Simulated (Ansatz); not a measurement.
Relaxation of CH₇GeO₂ (11 atoms, charge 0, multiplicity 2), to a largest force component of 0.03 eV/Å in at most 50 steps.

Method: UKS B3LYP/def2-SVP in Ansatz 0.2.0.

```xyz
11
Properties=species:S:1:pos:R:3:forces:R:3
Ge 0.006 0.001 -0.102 0.03 0.01 -0.10
H 0.008 -0.007 1.450 -0.01 0.00 -0.07
H 1.403 0.035 -0.740 0.02 0.00 0.00
O -0.854 1.429 -0.741 -0.05 -0.01 0.01
H -1.769 1.216 -0.972 0.03 0.02 0.01
O -0.860 -1.447 -0.702 -0.02 -0.04 0.05
H -1.305 -1.934 0.004 0.00 0.02 -0.04
C 0.021 0.001 3.764 0.00 0.00 0.14
H -0.573 -0.908 3.877 0.01 0.01 0.00
H 1.109 -0.058 3.797 -0.01 0.00 0.00
H -0.470 0.975 3.792 0.01 -0.01 0.00
```

Task: Where does it end, and by what steps?

Result: The run converged. After 17 steps the energy has fallen by 0.046 eV; H9 moved furthest, 0.51 Å.

| step | energy less start (eV) | largest force component (eV/Å) | accepted |
| --- | --- | --- | --- |
| 0 | 0.0000 | 0.141 | yes |
| 1 | -0.0122 | 0.241 | yes |
| 2 | -0.0293 | 0.263 | yes |
| 3 | -0.0318 | 0.212 | yes |
| 4 | -0.0209 | 0.459 | no |
| 5 | -0.0317 | 0.704 | no |
| 6 | -0.0380 | 0.045 | yes |
| 7 | -0.0393 | 0.045 | yes |
| 8 | -0.0391 | 0.322 | no |
| 9 | -0.0416 | 0.069 | yes |
| 10 | -0.0364 | 0.813 | no |
| 11 | -0.0427 | 0.039 | yes |
| 12 | -0.0433 | 0.149 | yes |
| 13 | -0.0443 | 0.072 | yes |
| 14 | -0.0447 | 0.055 | yes |
| 15 | -0.0332 | 0.438 | no |
| 16 | -0.0449 | 0.104 | yes |
| 17 | -0.0460 | 0.027 | yes |

```xyz
11
Properties=species:S:1:pos:R:3
Ge 0.020 -0.025 -0.433
H 0.053 0.138 1.106
H 1.376 0.026 -1.138
O -0.916 1.301 -1.178
H -1.804 1.407 -0.813
O -0.683 -1.617 -0.837
H -1.376 -1.899 -0.228
C 0.010 -0.008 4.228
H -0.608 -0.893 4.385
H 1.093 -0.108 4.143
H -0.450 0.981 4.193
```

Whether the end is a true minimum wasn't checked by a vibrational analysis.

Time of the run: 45 s on 4 threads of Arm Neoverse V1, on a shared host, peak memory 0.35 GiB.
